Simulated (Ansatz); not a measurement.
`F[SiH2]F` + `[OH][Ge]([F])([Cl])[Cl]` → `F[SiH](F)F` + `[OH][GeH]([Cl])[Cl]`  (redistribution)

Calculated with Ansatz (gas phase, PBE0-D4/def2-TZVP geometries, no zero-point term in ΔE). CCSD(T)/CBS adds triple-zeta CCSD(T) − MP2 to the extrapolated MP2 energy (def2 sets, frozen cores). This one scheme is used for every species. Functionals use def2-TZVPP. For Ge outer-core shells are correlated without core-valence functions, which leaves a few kJ/mol of doubt a bond. Scalar relativity is left out up to krypton. Each species was taken in one conformer, which may not be the lowest.

```
                  species  CAM-B3LYP energy (Eh)
               `F[SiH2]F`             -490.57580
`[OH][Ge]([F])([Cl])[Cl]`            -3173.44584
             `F[SiH](F)F`             -589.92559
    `[OH][GeH]([Cl])[Cl]`            -3074.13577
```

Q: Work out ΔE.

A: ΔE = (-589.92559) + (-3074.13577) − (-490.57580) − (-3173.44584) = -0.03972 Eh = -104.3 kJ/mol. CCSD(T)/CBS gives -106.8 kJ/mol.

Largest T1 diagnostic among the species: 0.012.

From PBE to PBE0 (25 % exact exchange), in def2-TZVPP and without D4, ΔE moves by −3.9 kJ/mol. At CCSD(T), def2-SVP lies +25.1 kJ/mol from the extrapolated value and def2-TZVPP +5.0 kJ/mol. Leaving LDA and LC-ωPBE aside and taking each functional with its dispersion term where it has one, the values, not all of them listed here, spread over 11.3 kJ/mol, from r2SCAN0-D4 to revPBE-D4. LDA lies −9.4 kJ/mol from PBE without D4.
